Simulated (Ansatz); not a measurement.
Gas-phase electronic energies from Ansatz, PBE0-D4/def2-TZVP geometries. CCSD(T)/CBS adds triple-zeta CCSD(T) − MP2 to the extrapolated MP2 energy (def2 sets, frozen cores). This one scheme is used for every species. DFT in def2-TZVPP. HSE06 is defined as in plane-wave codes. Each species was taken in one conformer, which may not be the lowest.

`O[SiH](O)F` + H₂ → `O[SiH2]F` + H₂O  (hydrogenolysis of the Si–O bond)

| level | ΔE (kcal/mol) | difference from CCSD(T)/CBS |
| --- | --- | --- |
| LDA (SPW92) | 24.8 | 0.7 |
| HSE06-D4 | 23.3 | -0.8 |
| BHLYP-D4 | 25.0 | 0.9 |
| CAM-B3LYP-D4 | 25.0 | 0.9 |
| PBE | 22.4 | -1.7 |
| r2SCAN | 25.9 | 1.8 |
| CCSD/def2-SVP | 21.1 | -3.0 |
| CCSD/def2-TZVPP | 23.8 | -0.3 |
| CCSD(T)/def2-TZVPP | 24.2 | 0.1 |
| CCSD/CBS(def2) | 23.7 | -0.4 |
| CCSD(T)/CBS | 24.1 | 0 |

Largest T1 diagnostic among the species: 0.011.

Leaving LDA and LC-ωPBE aside and taking each functional with its dispersion term where it has one, the values, not all of them listed here, spread over 2.9 kcal/mol, from PBE-D4 to r2SCAN-D4. LDA lies +2.4 kcal/mol from PBE without D4. The D4 term adds +1.2 kcal/mol with B3LYP and +0.6 kcal/mol with PBE0; it sums over pairs of atoms, weighted by their polarisabilities, and B3LYP, whose exchange is more repulsive, gets the larger term.

B3LYP here is the variant with VWN-RPA as its local correlation; programs differ in this.
